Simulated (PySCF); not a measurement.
Ge(Me)2(OSiH3)2, SMILES [CH3][Ge]([O][SiH3])([O][SiH3])[CH3] (C₂H₁₂GeO₂Si₂), singlet at its GFN2-xTB optimised geometry (Å):

```
19

C     -1.7979    -1.3363    -1.4307
Ge    -1.2303    -0.0866     0.0000
C     -1.8257     1.8031     0.0000
O     -1.7360    -0.7661     1.5348
Si    -1.3265    -1.6819     2.8043
O      0.5216    -0.0866     0.0000
Si     1.8892    -0.3738     0.8147
H     -1.3719    -2.3196    -1.2506
H     -1.4551    -0.9781    -2.3968
H     -2.8805    -1.4205    -1.4463
H     -2.9090     1.8541     0.0543
H     -1.4072     2.3196     0.8594
H     -1.4914     2.3008    -0.9055
H     -0.2829    -1.0142     3.5860
H     -2.5934    -1.7763     3.5286
H     -0.8580    -2.9976     2.3553
H      1.9765     0.5151     1.9774
H      2.9090    -0.0644    -0.1869
H      1.9393    -1.7748     1.2426
```

Calculation: CAM-B3LYP/def2-SVP (PySCF 2.14.0). Cells within 0.4 Å of a nucleus heavier than hydrogen are left out (blank, or x).

Map of the log10 of the electron density (e/bohr³), floored at −4 on the plane z = 0.0 Å:

```
|00000000000000000000000000000|
|00000000000000000000000000000|
|00000000000000000000000000000|
|00000001111100000000000000000|
|00000122233221000000000000000|
|00012233444432100000000000000|
|00023445566543100000000000000|
|00134566777653210000000000000|
|002356778x8754210000000000000|
|00245788xxx754322111111100000|
|002356778x7754443332222221000|
|00124566777765555544444332100|
|00013445677766677655555543200|
|00012345679977888766667654210|
|0000124569xx978xx876678754210|
|0000124568xx878xx876677754210|
|00001235678876788766666653210|
|00001234566655566655555442100|
|00001234555544444455544332100|
|00001233444433333344443221000|
|00001122334332222233332210000|
|00000112233321111223222100000|
|00000001222221000112211000000|
|00000000111110000000000000000|
|00000000000000000000000000000|
|00000000000000000000000000000|
|00000000000000000000000000000|
|00000000000000000000000000000|
|00000000000000000000000000000|
```
Scale: ten equal steps from -4.00 (start of '0') to 0.132 (end of '9'), in the order '0123456789'; x runs from -5.00 to 5.00, y from -5.00 (bottom) to 5.00 (top).
